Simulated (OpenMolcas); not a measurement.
Mo4+ (d2) in a complex was computed by CASSCF with the d shell active (OpenMolcas, ANO-RCC-VDZP on the metal). Its lowest spin-free states, and all those of the highest spin:

```tsv
2S+1	Degeneracy	E (cm-1)
3	1	0.0
3	1	1286
3	1	4509
1	1	9181
1	1	9920
1	1	11885
1	1	15025
1	1	15519
3	1	17422
3	1	18594
3	1	21496
1	1	26015
3	1	34994
3	1	38940
3	1	45861
3	1	49285
```

**Question.** Is the site octahedral, tetrahedral or cube-like, axial, or of lower symmetry?

**Answer.** The states with 2S+1 = 3 have orbital degeneracies 1, 1, 1, 1, 1, 1, 1, 1, 1, 1. No state of this spin is degenerate, so the site is of lower symmetry, with no axis of order three or more. The run had Mo4+ with 5 ligands (water) in square pyramidal coordination (C2v) at 2.03 Å, the axial distance 2.050 Å. Ligand basis ANO-RCC-VDZP.

Without dynamic correlation the repulsion within the d shell is too large (B by tens of per cent), so at a given field states of lower spin stand too high. The least metal-like active orbital is 76 % on the metal (Löwdin) and no ligand orbital is active, so the numbers are rough. With metal d orbitals alone the field can be off either way by tens of per cent. Ligand-to-metal charge-transfer states are missing. With no ligand orbital active B as a rule stays too high, so bands that hang on it stand too high and its fall with covalency is understated. The distance lies 4 % over the 1.95 Å that this model takes as the normal distance (a Shannon-type radius plus a fixed donor radius); by an R⁻⁵ law this alone changes a d-shell field by about -18 %. No measured value stands beside these numbers; the geometry is a model, was not optimised and need not be the one that this ion takes.
